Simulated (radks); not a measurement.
All-electron atom: Zn IV in [Ne] 3s1 3p6 3d9 4d1 (not the ground configuration). All-electron calculation, Dirac Kohn-Sham, RPBE, spin-unpolarised, spherical densities, point nucleus; open shells fill j = l - 1/2 first. Program: a radial shooting solver on a logarithmic mesh with Libxc functionals.

Normalised radial functions P(r) = r R(r) (large component), r in bohr:

r,3s1/2,3p1/2,3d3/2
0.003319,0.1254,0.0048,0.0000
0.004391,0.1593,0.0076,0.0000
0.005764,0.1989,0.0121,0.0001
0.007626,0.2461,0.0196,0.0002
0.01001,0.2968,0.0313,0.0003
0.01324,0.3496,0.0505,0.0008
0.01739,0.3942,0.0796,0.0016
0.023,0.4201,0.1252,0.0035
0.03019,0.4080,0.1900,0.0072
0.03995,0.3341,0.2826,0.0151
0.05244,0.1825,0.3976,0.0302
0.06938,-0.0612,0.5307,0.0597
0.09107,-0.3540,0.6448,0.1114
0.1205,-0.6275,0.6901,0.2011
0.1582,-0.7329,0.5915,0.3358
0.2093,-0.5365,0.2815,0.5276
0.2747,-0.0162,-0.2121,0.7491
0.3634,0.6925,-0.7889,0.9674
0.477,1.2310,-1.2018,1.1040
0.6312,1.3494,-1.2867,1.1042
0.8285,1.0469,-1.0378,0.9584
1.096,0.5755,-0.6257,0.7073
1.439,0.2239,-0.2810,0.4404
1.904,0.0542,-0.0841,0.2154
2.499,0.0079,-0.0162,0.0804
3.306,0.0005,-0.0016,0.0197
4.34,0.0000,-0.0001,0.0029
5.742,0.0000,0.0000,0.0002
7.537,0.0000,0.0000,0.0000
9.973,0.0000,0.0000,0.0000

3s1/2: eigenvalue -185.91 eV, 2 radial nodes at r = 0.0652, 0.277 bohr, <r> = 0.671 bohr, 90 % of the charge inside 1.00 bohr. 3p1/2: eigenvalue -141.72 eV, 1 radial node at r = 0.247 bohr, <r> = 0.690 bohr, 90 % of the charge inside 1.06 bohr. 3d3/2: eigenvalue -64.501 eV, 0 radial nodes, <r> = 0.770 bohr, 90 % of the charge inside 1.29 bohr.
